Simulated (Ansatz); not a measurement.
Relaxation of [closo-1-(OH)B7H6]2- (B7OH7²⁻) with RKS PBE0-D4/def2-SVPD.

```sh
$ ansatz run in.yaml --threads 4 --pin off --events-out ev --progress --plain --max-ram 4787MiB
```

```yaml
crystal:
  periodic: [false, false, false]
  atoms:
    - {symbol: B, position_ang: [-0.660980, -1.278350, 0.310440]}
    - {symbol: B, position_ang: [-0.819820, 0.102350, 1.187000]}
    - {symbol: B, position_ang: [-0.668440, 0.253020, -0.604740]}
    - {symbol: B, position_ang: [1.123610, 0.458770, -0.577880]}
    - {symbol: B, position_ang: [0.279170, 1.176380, 0.628820]}
    - {symbol: B, position_ang: [0.855720, -0.508420, 0.922450]}
    - {symbol: B, position_ang: [0.560470, -1.065280, -0.764270]}
    - {symbol: H, position_ang: [-1.326470, -2.323840, 0.466350]}
    - {symbol: H, position_ang: [-1.635370, 0.288770, 2.116710]}
    - {symbol: O, position_ang: [-1.667280, 0.816950, -1.658200]}
    - {symbol: H, position_ang: [-1.207910, 1.578930, -2.006410]}
    - {symbol: H, position_ang: [2.049120, 0.996520, -1.241740]}
    - {symbol: H, position_ang: [0.453230, 2.350210, 1.044480]}
    - {symbol: H, position_ang: [1.684330, -0.932020, 1.759790]}
    - {symbol: H, position_ang: [0.980630, -1.914000, -1.582810]}
basis:
  gaussian: {orbitals: def2-SVPD}
total_charge: -2
hamiltonian: {xc: pbe0, dispersion: d4}
scf: {lower_state_search: "off"}
output: {orbitals: {seedname: orbitals}}
relax: {f_tol: 0.02, max_steps: 100}
```

Run time 37 s (4 threads of Intel Xeon on a shared host), peak host memory 0.74 GiB.

Positions (Å) and forces (eV/Å) at steps 1, 2, 3, 4, 5 of 5:

```xyz
15
step=1 energy=-6883.5718 eV
B    -0.661   -1.278    0.310   -0.632   -1.094    0.214
B    -0.820    0.102    1.187   -0.831    0.142    0.918
B    -0.668    0.253   -0.605   -1.130    0.785   -1.300
B     1.124    0.459   -0.578    1.054    0.588   -0.726
B     0.279    1.176    0.629    0.188    1.257    0.464
B     0.856   -0.508    0.922    0.436   -0.218    0.449
B     0.560   -1.065   -0.764    0.383   -0.868   -0.819
H    -1.326   -2.324    0.466    0.239    0.404   -0.070
H    -1.635    0.289    2.117    0.308   -0.066   -0.388
O    -1.667    0.817   -1.658    0.994   -0.794    1.237
H    -1.208    1.579   -2.006    0.083    0.129   -0.053
H     2.049    0.997   -1.242   -0.444   -0.261    0.306
H     0.453    2.350    1.044   -0.096   -0.535   -0.194
H     1.684   -0.932    1.760   -0.358    0.178   -0.357
H     0.981   -1.914   -1.583   -0.194    0.352    0.321
15
step=2 energy=-6883.7073 eV
B    -0.666   -1.288    0.311   -0.222   -0.406    0.091
B    -0.829    0.107    1.193   -0.303    0.032    0.348
B    -0.662    0.256   -0.603   -0.888    0.497   -0.925
B     1.137    0.467   -0.586    0.407    0.214   -0.270
B     0.282    1.191    0.632    0.073    0.468    0.188
B     0.852   -0.503    0.917    0.302   -0.159    0.318
B     0.564   -1.070   -0.775    0.143   -0.341   -0.290
H    -1.328   -2.316    0.460    0.085    0.141   -0.025
H    -1.640    0.293    2.102    0.111   -0.019   -0.132
O    -1.644    0.791   -1.623    0.676   -0.331    0.671
H    -1.194    1.559   -1.979   -0.044    0.011   -0.032
H     2.045    0.993   -1.241   -0.156   -0.094    0.108
H     0.448    2.346    1.040   -0.033   -0.188   -0.065
H     1.666   -0.922    1.742   -0.089    0.053   -0.097
H     0.969   -1.905   -1.588   -0.063    0.123    0.112
15
step=3 energy=-6883.7485 eV
B    -0.670   -1.292    0.311    0.026    0.013    0.012
B    -0.835    0.108    1.194    0.035   -0.019    0.007
B    -0.671    0.265   -0.616   -0.069   -0.009   -0.033
B     1.142    0.471   -0.592   -0.017   -0.025    0.039
B     0.282    1.199    0.633    0.016   -0.044    0.003
B     0.858   -0.505    0.922   -0.001    0.002    0.002
B     0.563   -1.073   -0.782    0.017   -0.001    0.039
H    -1.329   -2.310    0.455   -0.034   -0.052    0.006
H    -1.641    0.296    2.092   -0.040    0.013    0.049
O    -1.622    0.777   -1.600    0.059    0.111   -0.055
H    -1.190    1.551   -1.965   -0.095   -0.039   -0.023
H     2.041    0.988   -1.240    0.057    0.031   -0.042
H     0.442    2.342    1.037    0.009    0.068    0.027
H     1.668   -0.918    1.741    0.011   -0.006    0.011
H     0.962   -1.899   -1.589    0.025   -0.043   -0.043
15
step=4 energy=-6883.7504 eV
B    -0.670   -1.293    0.311    0.008    0.014   -0.001
B    -0.834    0.108    1.196    0.015   -0.007   -0.008
B    -0.673    0.266   -0.619   -0.035   -0.006   -0.017
B     1.144    0.471   -0.591   -0.012   -0.010    0.016
B     0.283    1.200    0.634    0.004   -0.021   -0.006
B     0.858   -0.506    0.922   -0.008    0.005   -0.006
B     0.565   -1.075   -0.781   -0.001    0.007    0.017
H    -1.331   -2.313    0.456   -0.005   -0.009    0.002
H    -1.642    0.297    2.096   -0.005    0.003    0.009
O    -1.626    0.779   -1.604    0.067    0.029    0.015
H    -1.201    1.555   -1.973   -0.050   -0.011   -0.019
H     2.046    0.988   -1.241    0.010    0.005   -0.006
H     0.445    2.344    1.041    0.002    0.011    0.006
H     1.668   -0.920    1.742    0.004   -0.002    0.004
H     0.966   -1.902   -1.589    0.005   -0.007   -0.006
15
step=5 energy=-6883.7508 eV
B    -0.671   -1.292    0.309    0.012    0.004    0.006
B    -0.834    0.109    1.194    0.003   -0.003    0.000
B    -0.671    0.267   -0.622    0.000   -0.009    0.007
B     1.147    0.469   -0.590   -0.011   -0.001   -0.001
B     0.285    1.199    0.633   -0.005   -0.006   -0.005
B     0.857   -0.506    0.923   -0.002    0.000   -0.001
B     0.567   -1.075   -0.780   -0.002    0.000    0.004
H    -1.330   -2.313    0.455   -0.004    0.001   -0.004
H    -1.640    0.298    2.096   -0.003    0.003   -0.001
O    -1.625    0.776   -1.607    0.014   -0.003    0.010
H    -1.220    1.563   -1.972   -0.005    0.012   -0.011
H     2.052    0.985   -1.238    0.001    0.000   -0.001
H     0.447    2.344    1.042    0.001    0.002    0.001
H     1.666   -0.921    1.744    0.000    0.000    0.000
H     0.970   -1.905   -1.587    0.001    0.000   -0.003
```

A multiply charged anion in the gas phase is held together partly by the finite basis. The highest occupied level of the charge -2 singlet lies above zero (up to 2.57 eV). The electron is either unbound and held by the finite basis, or the level is raised by self-interaction error.
